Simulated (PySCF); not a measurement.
Al(Cl)(NHMe)(OH) (CH₅AlClNO), SMILES C[NH][Al]([OH])[Cl].

Geometry optimised at PBE0-D3(BJ)/def2-SVP. The structure was generated by enumeration; whether it is a known compound was not checked. One conformer was computed; it need not be the lowest.

The numbers are results of PBE0-D3(BJ)/def2-SVP in PySCF, not measurements.

Frequencies are harmonic and unscaled.

```
mode  ν (cm⁻¹)  IR (km/mol)          moving atoms (share of kinetic energy)
----  --------  -----------  ----------------------------------------------
1          103          0.5         H 33 %, N 27 %, C 21 %, Al 10 %, Cl 9 %
2          103          0.4        C 26 %, O 22 %, H 19 %, Cl 15 %, Al 15 %
3          156          0.0                                          H 89 %
4          181         22.7  O 38 %, Cl 19 %, H 15 %, Al 11 %, C 9 %, N 8 %
5          254         32.5                  Al 61 %, N 16 %, O 12 %, H 8 %
6          290        122.1                                  H 88 %, O 10 %
7          299          1.2                 N 28 %, Cl 26 %, C 21 %, H 17 %
8          496         17.0        Cl 31 %, O 22 %, Al 20 %, H 15 %, N 11 %
9          523        120.9                                  H 88 %, N 12 %
10         578        240.2                           H 69 %, O 12 %, N 8 %
11         750         87.8         Al 42 %, N 24 %, O 12 %, H 10 %, C 10 %
12         921        119.9                         Al 46 %, O 38 %, H 10 %
13        1083         23.7                                  H 85 %, C 10 %
14        1140          0.0                                  H 76 %, C 19 %
15        1182        120.2                          N 43 %, C 34 %, H 20 %
16        1391         59.9                          H 64 %, N 24 %, C 11 %
17        1452         21.0                                  H 85 %, C 15 %
18        1469          2.8                                          H 97 %
19        1496          6.2                                          H 96 %
20        3010         97.0                                          H 97 %
21        3073         40.8                                  H 90 %, C 10 %
22        3139         13.3                                   H 91 %, C 9 %
23        3632         23.9                                          H 93 %
24        4001        125.9                                          H 94 %
```
